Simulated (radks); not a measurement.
The numbers below are computed, except where a source is named.
Mean orbital radii <r> (bohr) of the neodymium ion Nd2+, [Xe] 4f4, at several levels of relativity; Dirac values are averaged over j with weights 2j + 1. Spin-unpolarised spherical Kohn-Sham, LDA (Slater exchange, Perdew-Wang correlation), point nucleus unless stated (finite: rms radius 4.9123 fm), a radial shooting solver on a logarithmic mesh with Libxc functionals. A level marked "c x" has the speed of light scaled by that factor and shares open shells by 2j + 1; other Dirac levels either fill j = l - 1/2 first or share by 2j + 1.

| shell | non-rel. | scalar-rel. | scalar-rel., finite nucleus | Dirac, c x 0.85 | change of magnitude, last against first (%) |
|---|---|---|---|---|---|
| 2p | 0.09184 | 0.08883 | 0.08882 | 0.08720 | -5.05 |
| 3s | 0.2819 | 0.2667 | 0.2667 | 0.2599 | -7.83 |
| 3p | 0.2716 | 0.2647 | 0.2647 | 0.2612 | -3.82 |
| 3d | 0.2426 | 0.2418 | 0.2418 | 0.2417 | -0.37 |
| 4s | 0.6404 | 0.6077 | 0.6077 | 0.5943 | -7.19 |
| 4p | 0.6584 | 0.6436 | 0.6436 | 0.6369 | -3.26 |
| 4d | 0.7065 | 0.7077 | 0.7077 | 0.7089 | +0.34 |
| 5s | 1.552 | 1.469 | 1.469 | 1.435 | -7.51 |
| 5p | 1.748 | 1.714 | 1.714 | 1.698 | -2.84 |
| 4f | 1.013 | 1.081 | 1.081 | 1.115 | +10.03 |
| 5d (empty) | 2.532 | 2.579 | 2.579 | 2.600 | +2.68 |
| 6s (empty) | 3.767 | 3.611 | 3.611 | 3.547 | -5.83 |
